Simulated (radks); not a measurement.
Species: neutral chlorine. Configuration: [Ne] 3s2 3p5. All-electron calculation, Dirac Kohn-Sham, PBE, spin-unpolarised, spherical densities, finite nucleus; open shells fill j = l - 1/2 first; Fermi nuclear charge, rms radius 3.3654 fm. Program: a radial shooting solver on a logarithmic mesh with Libxc functionals.

Spin-orbit splittings of the eigenvalues, e(l+1/2) - e(l-1/2), with zeta = 2 splitting/(2l+1) and mean radii in bohr:

shell  occ.  splitting (eV)  zeta (eV)  <r> j=l-1/2  <r> j=l+1/2
2p        6           1.697      1.131       0.4053       0.4077
3p        5          0.1238    0.08252        1.837        1.847
